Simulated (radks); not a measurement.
K18+, 1 electrons, occupied as 2p1 (not the ground configuration).

Calculated with a radial shooting solver on a logarithmic mesh with Libxc functionals: Dirac Kohn-Sham, LDA (Slater exchange, Perdew-Wang correlation), spin-unpolarised, spherical densities, point nucleus; open shells fill j = l - 1/2 first.

Energy parts (eV):
| part | energy |
|---|---|
| total | -1222.431 |
| kinetic | 1235.702 |
| electron-nucleus | -2471.022 |
| Hartree | 47.059 |
| exchange-correlation | -34.169 |

Orbitals (lengths in bohr, moments of r in powers of bohr; <r^-3> diverges for s and p1/2; r(90%) holds 90 % of the orbital's charge):
orbital  occ.  eigenvalue (eV)  r(90%)      <r^4>  <r^-3>  <1/r>
1s1/2       0        -4867.707   0.140  0.0001709       -  19.15
2p1/2       1        -1186.260   0.421    0.01293       -  4.779
2p3/2       0        -1180.396   0.423    0.01320   284.4  4.733
3p1/2       0        -513.3979   0.979     0.3869       -  2.098
3p3/2       0        -511.6960   0.982     0.3921   82.85  2.084

The highest occupied level is 2p1/2 at -1186.3 eV. The configuration is held as typed, so some empty levels lie below it. The density falls to 0.001 e/bohr^3 at r = 0.82 bohr. Summed over all electrons, <r^2> = 0.08298 bohr^2, which gives a Langevin (diamagnetic) susceptibility term of -0.0657 x 10^-6 cm^3/mol.
